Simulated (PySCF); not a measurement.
PySCF input file for thionyl fluoride (F2OS), SMILES O=S(F)F, TDDFT-M06-2X/def2-SVPD. Geometry: B3LYP-D3(BJ)/def2-TZVP.

```python
import numpy as np
from pyscf import gto, scf, dft, tdscf

mol = gto.M(
    atom='''
    O     1.37135200    0.35137129    0.00000006
    S     0.16527864   -0.40558012    0.00000000
    F    -0.75640418    0.20435064    1.16556743
    F    -0.75640407    0.20435065   -1.16556749
    ''',
    basis='def2-SVPD',
    charge=0,
    spin=0,
    symmetry=True,
    max_memory=1600,
    verbose=4,
)
mf = dft.RKS(mol, xc='m06-2x').density_fit(auxbasis='def2-universal-jkfit')
mf.grids.level = 4
mf.conv_tol = 1e-9
mf.max_cycle = 100
mf.kernel()
mf.grids = dft.Grids(mol).set(level=2).build(with_non0tab=True)  # coarser grid for the response kernel
td = tdscf.TDDFT(mf)
td.singlet = True
td.nstates = 10
td.conv_tol = 1e-4
td.positive_eig_threshold = 1e-6
td.kernel(x0=td.get_init_guess(mf, 15))
td.analyze()
tt = tdscf.TDA(mf)
tt.singlet = False
tt.nstates = 4
tt.conv_tol = 1e-4
tt.positive_eig_threshold = 1e-6
tt.kernel(x0=tt.get_init_guess(mf, 9))
tt.analyze(verbose=3)
```

It prints:

```
PySCF version 2.14.0

[INPUT] verbose = 4
[INPUT] num. atoms = 4
[INPUT] num. electrons = 42
[INPUT] charge = 0
[INPUT] spin (= nelec alpha-beta = 2S) = 0
[INPUT] symmetry True subgroup None
[INPUT] Mole.unit = angstrom
[INPUT] Symbol           X                Y                Z      unit          X                Y                Z       unit  Magmom
[INPUT]  1 O      1.371352000000   0.351371290000   0.000000060000 AA    2.591479700375   0.663995506135   0.000000113384 Bohr   0.0
[INPUT]  2 S      0.165278640000  -0.405580120000   0.000000000000 AA    0.312331363841  -0.766435348368   0.000000000000 Bohr   0.0
[INPUT]  3 F     -0.756404180000   0.204350640000   1.165567430000 AA   -1.429396739676   0.386166742980   2.202603222413 Bohr   0.0
[INPUT]  4 F     -0.756404070000   0.204350650000  -1.165567490000 AA   -1.429396531806   0.386166761877  -2.202603335797 Bohr   0.0

nuclear repulsion = 192.188592718162
point group symmetry = Cs
symmetry origin: [-4.49934862e-10  4.49934798e-10 -2.69960866e-09]
symmetry axis x: [ 1.00000000e+00  2.39104956e-10 -6.57295927e-08]
symmetry axis y: [-2.39104804e-10  1.00000000e+00  2.32003160e-09]
symmetry axis z: [ 6.57295927e-08 -2.32003147e-09  1.00000000e+00]
num. orbitals of irrep A' = 58
num. orbitals of irrep A" = 38
number of shells = 38
number of NR pGTOs = 144
number of NR cGTOs = 96
basis = def2-SVPD
ecp = {}


[settings echo left out]
init E= -673.358281349081
HOMO (A') = -0.354805426336642  LUMO (A") = -0.0515683087909515  gap/eV = 8.25150
cycle= 1 E= -672.463605413232  delta_E= 0.895  |g|= 0.905  |ddm|= 2.53
HOMO (A') = -0.369300631486836  LUMO (A") = -0.0712709069341959  gap/eV = 8.10980
cycle= 2 E= -672.274983909649  delta_E= 0.189  |g|= 1.37  |ddm|= 1.73
HOMO (A') = -0.434839572377862  LUMO (A") = -0.0387899191586834  gap/eV = 10.77706
cycle= 3 E= -672.619386158259  delta_E= -0.344  |g|= 0.195  |ddm|= 1.09
HOMO (A') = -0.418172745013555  LUMO (A") = -0.0272420410457115  gap/eV = 10.63777
cycle= 4 E= -672.625983898111  delta_E= -0.0066  |g|= 0.0526  |ddm|= 0.158
HOMO (A') = -0.416691060520118  LUMO (A") = -0.0237952643131143  gap/eV = 10.69124
cycle= 5 E= -672.626445114204  delta_E= -0.000461  |g|= 0.011  |ddm|= 0.046
HOMO (A') = -0.418485506506638  LUMO (A") = -0.0248493250048134  gap/eV = 10.71139
cycle= 6 E= -672.62646927362  delta_E= -2.42e-05  |g|= 0.00124  |ddm|= 0.00882
HOMO (A') = -0.418315620040558  LUMO (A") = -0.0246309139523353  gap/eV = 10.71271
cycle= 7 E= -672.626470413007  delta_E= -1.14e-06  |g|= 0.000369  |ddm|= 0.00366
HOMO (A') = -0.418379417489431  LUMO (A") = -0.0246857609722917  gap/eV = 10.71295
cycle= 8 E= -672.626470524561  delta_E= -1.12e-07  |g|= 9.37e-05  |ddm|= 0.00127
HOMO (A') = -0.418369002907939  LUMO (A") = -0.0246713229749047  gap/eV = 10.71306
cycle= 9 E= -672.626470529817  delta_E= -5.26e-09  |g|= 1.97e-05  |ddm|= 0.000235
HOMO (A') = -0.418370513493746  LUMO (A") = -0.0246707539639406  gap/eV = 10.71312
cycle= 10 E= -672.626470530045  delta_E= -2.28e-10  |g|= 4.87e-06  |ddm|= 4.6e-05
HOMO (A') = -0.418371185135103  LUMO (A") = -0.0246705960497833  gap/eV = 10.71314
Extra cycle  E= -672.626470530044  delta_E= 5.68e-13  |g|= 4.27e-06  |ddm|= 8.26e-06
converged SCF energy = -672.626470530044
tot grids = 46168
Overwritten attributes  positive_eig_threshold  of <class 'pyscf.tdscf.rks.TDDFT'>


******** <class 'pyscf.tdscf.rks.TDDFT'> for <class 'pyscf.df.df_jk.DFSymAdaptedRKS'> ********
nstates = 10 singlet
deg_eia_thresh = 1.000e-03
wfnsym = None
conv_tol = 0.0001
eigh lindep = 1e-12
eigh level_shift = 0
eigh max_cycle = 100


Excitation energies (eV)
[ 6.48775366  7.88877901  8.65946893  9.02001487  9.02693035  9.36854773
  9.5524573  10.09831421 10.17640052 10.36223031]

** Singlet excitation energies and oscillator strengths **
Excited State   1:   A"      6.48775 eV    191.10 nm  f=0.0318
      19 -> 22        0.10951
      21 -> 22       -0.67557
      21 -> 26        0.13049
Excited State   2:   A'      7.88878 eV    157.17 nm  f=0.0184
      20 -> 22        0.40477
      21 -> 23        0.52014
      21 -> 27       -0.21514
Excited State   3:   A"      8.65947 eV    143.18 nm  f=0.0132
      19 -> 22       -0.65431
      19 -> 26        0.13894
      20 -> 23        0.14151
      21 -> 22       -0.11236
Excited State   4:  ???      9.02001 eV    137.45 nm  f=0.0006
      19 -> 22        0.15192
      20 -> 23        0.60580
      20 -> 27       -0.28245
Excited State   5:   A'      9.02693 eV    137.35 nm  f=0.1209
      19 -> 23       -0.13220
      19 -> 25        0.10910
      20 -> 22        0.49466
      21 -> 23       -0.39514
      21 -> 24       -0.10059
Excited State   6:  ???      9.36855 eV    132.34 nm  f=0.0908
      21 -> 24       -0.11578
      21 -> 25        0.56187
      21 -> 27        0.12833
      21 -> 28        0.28717
      21 -> 29        0.16135
      21 -> 32        0.12830
Excited State   7:   A'      9.55246 eV    129.79 nm  f=0.0610
      19 -> 23       -0.10806
      20 -> 22        0.10257
      21 -> 24        0.66451
      21 -> 27        0.10545
Excited State   8:  ???     10.09831 eV    122.78 nm  f=0.0053
      17 -> 22       -0.19384
      18 -> 22       -0.34804
      19 -> 23       -0.47766
      19 -> 27        0.22903
Excited State   9:  ???     10.17640 eV    121.84 nm  f=0.0257
      17 -> 22       -0.12559
      18 -> 22        0.57037
      18 -> 26       -0.13076
      19 -> 23       -0.26256
      19 -> 27        0.14485
      20 -> 22       -0.11697
Excited State  10:  ???     10.36223 eV    119.65 nm  f=0.0185
      21 -> 22        0.13994
      21 -> 26        0.67638

** Transition electric dipole moments (AU) **
state          X           Y           Z        Dip. S.      Osc.
  1         0.0000     -0.0000     -0.4474      0.2002      0.0318
  2         0.2773     -0.1355      0.0000      0.0953      0.0184
  3        -0.0000      0.0000     -0.2496      0.0623      0.0132
  4        -0.0000      0.0000      0.0518      0.0027      0.0006
  5        -0.7294     -0.1209      0.0000      0.5466      0.1209
  6        -0.1279      0.6158     -0.0000      0.3956      0.0908
  7        -0.4399     -0.2590     -0.0000      0.2606      0.0610
  8         0.0912      0.1145     -0.0000      0.0214      0.0053
  9         0.1770      0.2675     -0.0000      0.1029      0.0257
 10         0.0000     -0.0000      0.2696      0.0727      0.0185

** Transition velocity dipole moments (imaginary part, AU) **
state          X           Y           Z        Dip. S.      Osc.
  1         0.0000      0.0000     -0.1244      0.0155      0.0432
  2         0.0941     -0.0448      0.0000      0.0109      0.0250
  3         0.0000     -0.0000     -0.0852      0.0073      0.0152
  4        -0.0000     -0.0000      0.0069      0.0000      0.0001
  5        -0.2654     -0.0379     -0.0000      0.0719      0.1445
  6        -0.0332      0.2190     -0.0000      0.0491      0.0950
  7        -0.1674     -0.0907     -0.0000      0.0362      0.0688
  8         0.0277      0.0380     -0.0000      0.0022      0.0040
  9         0.0746      0.0931     -0.0000      0.0142      0.0254
 10         0.0000      0.0000      0.1028      0.0106      0.0185

** Transition magnetic dipole moments (imaginary part, AU) **
state          X           Y           Z
  1        -1.2198      0.0723      0.0000
  2         0.0000     -0.0000     -0.6424
  3        -0.6000      0.4053      0.0000
  4         0.1722      0.3455     -0.0000
  5        -0.0000     -0.0000      1.3815
  6        -0.0000      0.0000     -0.3145
  7        -0.0000      0.0000      0.3804
  8         0.0000      0.0000      0.2088
  9         0.0000      0.0000     -0.1212
 10        -0.0346      0.1633      0.0000
Overwritten attributes  positive_eig_threshold  of <class 'pyscf.tdscf.rks.TDA'>


******** <class 'pyscf.tdscf.rks.TDA'> for <class 'pyscf.df.df_jk.DFSymAdaptedRKS'> ********
nstates = 4 triplet
deg_eia_thresh = 1.000e-03
wfnsym = None
conv_tol = 0.0001
eigh lindep = 1e-12
eigh level_shift = 0
eigh max_cycle = 100


Excitation energies (eV)
[5.51629011 6.77051682 7.08357417 8.06232665]

** Triplet excitation energies and oscillator strengths **
Excited State   1:   A"      5.51629 eV    224.76 nm  f=0.0000
Excited State   2:   A'      6.77052 eV    183.12 nm  f=0.0000
Excited State   3:   A'      7.08357 eV    175.03 nm  f=0.0000
Excited State   4:   A"      8.06233 eV    153.78 nm  f=0.0000
```

Self-consistency was reached.
